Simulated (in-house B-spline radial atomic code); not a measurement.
The numbers below are computed, except where a source is named.
# Making a Troullier-Martins d channel for Ag, r_c = 1.17 bohr

Ag, [Kr] 4d10 5s1, non-relativistic LDA (VWN5), spherical and spin-unpolarised, from a B-spline radial code for spherical atoms (atomic units). The all-electron 4d level is ε = -0.298707 hartree, its outermost node lies just inside 0.44 bohr and its outer maximum at 1.03 bohr.

Inside r_c the pseudo-orbital is u(r) = r^3 exp(p(r)), with p = c0 + c2 r² + c4 r⁴ + … + c12 r¹². The seven coefficients follow from p and its first four derivatives at r_c, from zero curvature of the screened potential at the origin, c4 = −c2²/(2l + 5), and from the norm inside r_c. At r_c the all-electron orbital has P = 0.8765774, P' = -0.2833871, the screened potential V = -3.305, V' = 7.542392, V'' = -22.47511, and the norm inside is Q = 0.4279586.

What are p, p' and p'' at r_c?

p = ln(P/r_c^3) = ln(0.8765774/1.60161) = -0.60274. p' = P'/P − 3/r_c = -0.32329 − 2.56410 = -2.88739. The radial equation gives p'' = 2(V − ε) − 2(3) p'/r_c − p'² = -6.01259 − (-14.80713) − 8.33703 = 0.45752. Differentiating, p''' = 2V' + 2(3)p'/r_c² − 2(3)p''/r_c − 2p'p'' = 2.7249, and p'''' = 2V'' − 4(3)p'/r_c³ + 4(3)p''/r_c² − 2(3)p'''/r_c − 2p''² − 2p'p''' = -17.963.

For a trial c2 the five matching conditions are linear in c0, c6, c8, c10 and c12, and c2 is varied until the norm inside r_c equals Q. The root nearest zero gives:

```json
{"n": "0", "c_n": "1.693338"}
{"n": "2", "c_n": "-1.940776"}
{"n": "4", "c_n": "-0.4185124"}
{"n": "6", "c_n": "1.105402"}
{"n": "8", "c_n": "-0.777135"}
{"n": "10", "c_n": "0.2672026"}
{"n": "12", "c_n": "-0.03741129"}
```

Check c4 and p(r_c), and find the screened pseudopotential at the origin.

−c2²/9 = -0.418512, as listed. The terms c_n r_c^n are 1.69334, -2.65673, -0.78425, 2.83554, -2.72887, 1.28440, -0.24617, which sum to -0.60274. Inverting the radial equation, V_l(r) = ε + 3 p'/r + (p'' + p'²)/2, so V_l(0) = ε + (2l + 3) c2 = -0.298707 + 7 × (-1.94078) = -13.8841 hartree, finite where the all-electron potential diverges.

Orbitals and screened potentials:

```json
{"r (bohr)": "0.117", "P": "-0.2739", "u": "0.00848", "V all-electron": "-252.4", "V pseudo": "-13.88"}
{"r (bohr)": "0.292", "P": "-0.3803", "u": "0.1145", "V all-electron": "-61.56", "V pseudo": "-13.61"}
{"r (bohr)": "0.468", "P": "0.1175", "u": "0.3607", "V all-electron": "-26.27", "V pseudo": "-12.42"}
{"r (bohr)": "0.644", "P": "0.5745", "u": "0.641", "V all-electron": "-13.87", "V pseudo": "-10.07"}
{"r (bohr)": "0.819", "P": "0.8197", "u": "0.8298", "V all-electron": "-8.144", "V pseudo": "-7.267"}
{"r (bohr)": "0.994", "P": "0.8968", "u": "0.8972", "V all-electron": "-5.064", "V pseudo": "-4.937"}
{"r (bohr)": "1.17", "P": "0.8766", "u": "0.8766", "V all-electron": "-3.305", "V pseudo": "-3.305"}
```

Logarithmic derivatives P'/P at R = 1.47 bohr, for energies E around ε:

```json
{"E − ε (hartree)": "-0.5", "all-electron": "0.235911", "pseudo": "0.235398"}
{"E − ε (hartree)": "-0.25", "all-electron": "-0.152386", "pseudo": "-0.152561"}
{"E − ε (hartree)": "-0.1", "all-electron": "-0.431048", "pseudo": "-0.431082"}
{"E − ε (hartree)": "0", "all-electron": "-0.641961", "pseudo": "-0.64196"}
{"E − ε (hartree)": "0.1", "all-electron": "-0.877828", "pseudo": "-0.877874"}
{"E − ε (hartree)": "0.25", "all-electron": "-1.29104", "pseudo": "-1.29141"}
{"E − ε (hartree)": "0.5", "all-electron": "-2.21406", "pseudo": "-2.21651"}
```

With P(R) = 0.7521879 and a norm of 0.6296791 inside R, what slope in energy does norm conservation fix?

d(P'/P)/dE = −2 × (norm inside R)/P(R)² = -2.2259 per hartree·bohr at E = ε, for both atoms, since orbital and norm agree at R. Differences over ±0.1 hartree give -2.2339 (all-electron) and -2.2340 (pseudo), which also hold third-order terms. Half a hartree below ε the two curves differ by -0.0005.
